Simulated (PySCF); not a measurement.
input.py for Se²⁺

The script input.py:

```python
from pyscf import gto, scf, mp

mol = gto.M(
    atom='Se 0 0 0',
    basis='jorge-tzp-dkh',
    charge=2,
    spin=2,
    verbose=3,
)
mf = scf.UHF(mol)
mf = mf.sfx2c1e()
mf.kernel()
mp.MP2(mf, frozen=9).kernel()
mf.dip_moment()
print('orbital energies (hartree):', [e[max(0, n-3):n+3].round(4) for e, n in zip(mf.mo_energy, mol.nelec)])
```

```bash
$ OMP_NUM_THREADS=1 python input.py
```

It prints (some set-up lines and the per-cycle HOMO/LUMO lines with their warnings removed):

```
converged SCF energy = -2426.94498469661  <S^2> = 2.0022541  2S+1 = 3.0015024
E(UMP2) = -2427.43834816419  E_corr = -0.493363467578745
E(SCS-UMP2) = -2427.38102395451  E_corr = -0.436039257904569
Dipole moment(X, Y, Z, Debye): -0.00000,  0.00000,  0.00000
orbital energies (hartree): [array([-1.6813, -1.153 , -1.153 , -0.7491, -0.1698, -0.1698]), array([-3.4094, -3.4094, -1.4629, -0.7009, -0.6421, -0.6421])]
```

In short: E(SCF) = -2426.944985 Eh, E(MP2) − E(SCF) = -0.49336 Eh, ⟨S²⟩ = 2.002.

Run time: 1.5 s on 1 thread of Arm Neoverse V1 (shared host), peak memory 0.15 GiB.

No search for the lowest solution was made.
